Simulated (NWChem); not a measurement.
silylphosphine (SiPH$_{5}$); SMILES [SiH3]P

```xyz
7

Si    -0.0001     1.0728    -0.0226
P      0.0000    -1.1937    -0.0996
H     -1.2179     1.5603    -0.7375
H      1.2134     1.5607    -0.7446
H      0.0039     1.6306     1.3646
H     -1.0386    -1.3208     0.8741
H      1.0447    -1.3204     0.8677
```
Atoms are numbered in this order, from 1.

Level: PBE0/def2-SVP (NWChem), optimised geometry, unscaled harmonic frequencies. 

| frequency (cm⁻¹) | IR intensity (km/mol) |
|---|---|
| 176 | 1.9 |
| 453 | 5.3 |
| 466 | 23.5 |
| 482 | 12.8 |
| 730 | 19.9 |
| 784 | 2.7 |
| 895 | 247.4 |
| 933 | 53.4 |
| 945 | 38.1 |
| 1088 | 14.7 |
| 2225 | 79.0 |
| 2238 | 85.7 |
| 2242 | 89.7 |
| 2401 | 32.2 |
| 2417 | 47.7 |

```json
{
  "zero_point_energy": "26.4 kcal/mol",
  "thermal correction to the enthalpy at 298.15 K (with zero-point energy)": "29.8 kcal/mol",
  "heat capacity Cv": "15.0 cal/(mol K)",
  "entropy at 298.15 K and 1 atm (symmetry number 1)": "66.8 cal/(mol K)",
  "dipole_moment": "0.86 D"
}
```

Rigid rotor and harmonic oscillator.
